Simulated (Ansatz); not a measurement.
CHF$_{2}$GeN (`N#[C][GeH]([F])[F]`), relaxed with RKS PBE0-D4/def2-TZVP in Ansatz from a PBE-D4/def2-SVP geometry. The force threshold is 0.005 eV/Å; the program also tests the step.

The species carries charge 0 and has multiplicity 1.

Start:

```xyz
6

N    -1.094    0.155   -2.281
C    -0.574    0.091   -1.232
Ge    0.314    0.007    0.470
F     0.360   -1.669    0.927
F    -0.727    0.797    1.616
H     1.720    0.618    0.502
```

(1) By how much does the energy fall, and how many steps does the optimiser take? (Best estimate.)

(2) Which bonds change most? (Estimate.)

(3) Give the relaxed structure. (An estimate is asked.)

Results:

(1) Ansatz gave: 0.06 eV, in 5 steps.

(2) Ansatz gave: Ge3–F5 from 1.737 to 1.711 Å; Ge3–F4 from 1.737 to 1.711 Å; N1–C2 from 1.173 to 1.150 Å; Ge3–H6 from 1.534 to 1.518 Å.

(3) Computed: 
```xyz
6

N    -1.074    0.157   -2.256
C    -0.579    0.086   -1.220
Ge    0.311    0.006    0.468
F     0.355   -1.644    0.918
F    -0.715    0.783    1.596
H     1.702    0.612    0.495
```
